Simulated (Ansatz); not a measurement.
[V(H2S)(H2O)5]2+ (VSO₅H₁₂²⁺). The state is a quartet with charge 2. Geometry r2SCAN-D4/def2-SVP; atoms count from 1.

```csv
atom,x (Å),y (Å),z (Å)
V1,0.0327,-0.0122,-0.0093
S2,-0.7139,2.0242,-1.4041
H3,-1.9358,1.8212,-1.9536
H4,-1.1255,3.0382,-0.6049
O5,0.8051,-1.6880,1.0495
H6,1.3541,-1.6623,1.8493
H7,0.7496,-2.6178,0.7769
O8,-1.7239,-0.2193,1.1750
H9,-2.5465,0.2945,1.1791
H10,-1.8319,-0.9106,1.8479
O11,1.8381,0.0953,-1.1351
H12,2.0608,0.7310,-1.8349
H13,2.6071,-0.4896,-1.0424
O14,0.9124,1.1966,1.5044
H15,1.7563,1.6712,1.4360
H16,0.4664,1.5491,2.2908
O17,-0.7366,-1.4110,-1.4163
H18,-0.3335,-1.6331,-2.2708
H19,-1.6349,-1.7774,-1.4373
```

(1) Estimate the Mulliken populations from the PBE0/def2-TZVP orbitals of Ansatz.

(2) Where does the spin sit?

(3) And the Mayer bond orders between heavy atoms (over 0.3)?

Answers

(1) 
```csv
atom,charge (e),spin (α − β),d electrons
V1,0.89,3.10,3.57
S2,-0.22,-0.04,–
H3,0.24,0.01,–
H4,0.24,0.01,–
O5,-0.63,-0.02,–
H6,0.40,0.00,–
H7,0.40,0.00,–
O8,-0.63,-0.02,–
H9,0.40,0.00,–
H10,0.40,0.00,–
O11,-0.63,-0.02,–
H12,0.40,0.00,–
H13,0.40,0.00,–
O14,-0.63,-0.02,–
H15,0.40,0.00,–
H16,0.40,0.00,–
O17,-0.63,-0.02,–
H18,0.40,0.00,–
H19,0.40,0.00,–
```
Mulliken values depend strongly on the basis.

(2) Summed by element: V 3.10, S -0.04, H 0.03, O -0.10, of 3 unpaired in all. Largest on single atoms: V1 3.10, S2 -0.04, O11 -0.02.

(3) V1–S2 0.51 (2.58 Å).
